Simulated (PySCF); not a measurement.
A structure optimised at PBE0-D3(BJ)/def2-SVP, used in a PySCF frequency run:

```xyz
12

C     -1.4189     1.3995     0.0000
C     -0.1850     0.8940     0.0000
C      1.0774     1.6954     0.0000
C      0.0147    -0.5978     0.0000
F      0.7147    -0.9850    -1.0757
F      0.7147    -0.9850     1.0757
F     -1.1281    -1.2819     0.0000
H     -2.2986     0.7535     0.0000
H     -1.5784     2.4805     0.0000
H      1.6877     1.4581    -0.8854
H      0.8599     2.7712     0.0000
H      1.6877     1.4581     0.8854
```

Question: Write its SMILES, formula and point group.

Answer: C=C(C)C(F)(F)F, C₄H₅F₃, Cs

Question: What are its rotational constants (standard atomic weights)?

Answer: 3.5602, 2.4883, 1.9900 GHz
